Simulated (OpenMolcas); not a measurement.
**Cr4+: ligand-field states by method**

Cr4+ with 3 ligands (hydroxide) in trigonal planar coordination (C3h) at 1.69 Å. Ligand basis ANO-RCC-VDZP.
```
Cr    0.0000    0.0000    0.0000
O     1.6900    0.0000    0.0000
H     2.0999    0.8791    0.0000
O    -0.8450    1.4636    0.0000
H    -1.8113    1.3790    0.0000
O    -0.8450   -1.4636    0.0000
H    -0.2886   -2.2582    0.0000
```

| Quantity | Value |
| --- | --- |
| Program | OpenMolcas |
| Basis | ANO-RCC-VDZP [5s4p2d1f] |
| Scalar Hamiltonian | DKH2, point nucleus |
| Active space | 2 electrons in 5 orbitals (3d) |
| State averaging | 2S+1 = 3 even, 10 roots; 2S+1 = 1 even, 15 roots |
| Spin-orbit coupling | RASSI with atomic mean-field integrals over the reference wave functions |

I. CASSCF
II. SS-CASPT2, IPEA 0.25 Eh, imaginary shift 0.1 Eh (closed shells correlated: 3s 3p and the ligand valence shells)

Spin-free states in cm-1, each column counted from its own energy of the first state listed:

```csv
State,Degeneracy,I,II
2S+1 = 3,1,0,0
2S+1 = 3,2,232,-5510
2S+1 = 1,1,9047,-4140
2S+1 = 3,2,10011,4570
2S+1 = 1,2,10222,-170
2S+1 = 1,2,12920,6090
```

II puts a state of multiplicity 3 lowest, 5500 cm-1 below that state.

From I to II, I's first state of another spin (2S+1 = 1) moves from 9047 to -4140 cm-1, by about -13000 cm-1.

χT at 300 K: I 0.59, II 0.83 cm3 K/mol.

Roots that are degenerate in the reference are averaged as groups; the widest CASPT2 spread within a group is 40 cm-1 (the 2-fold group of multiplicity 1 near 43300 cm-1 above the lowest state of its run, II). Shifts and gaps below about the spread of the groups concerned are not significant. Over all roots computed the reference weight is 0.71 to 0.74 in II; a low but even weight reflects the number of correlated electrons. The least metal-like active orbital is 75 % on the metal (Löwdin) and no ligand orbital is active, so the numbers are rough. Ligand-to-metal charge-transfer states are missing. With no ligand orbital active B as a rule stays too high, so bands that hang on it stand too high and its fall with covalency is understated. Spin-orbit coupling mixes the spin-free states strongly: the lowest level takes only 56 % from its leading state, an unlabelled state of the same spin as most of the rest (holds for I). Without dynamic correlation the repulsion within the d shell is too large (B by tens of per cent), so at a given field states of lower spin stand too high (holds for I). With metal d orbitals alone and no dynamic correlation the field as a rule comes out too small, by tens of per cent, by up to half for chloride and softer ligands (holds for I). An orbital doublet at a regular site is open to a Jahn-Teller distortion, which this geometry leaves out (holds for II). No measured value stands beside these numbers; the geometry was imposed, not optimised, and the real ion may take another.
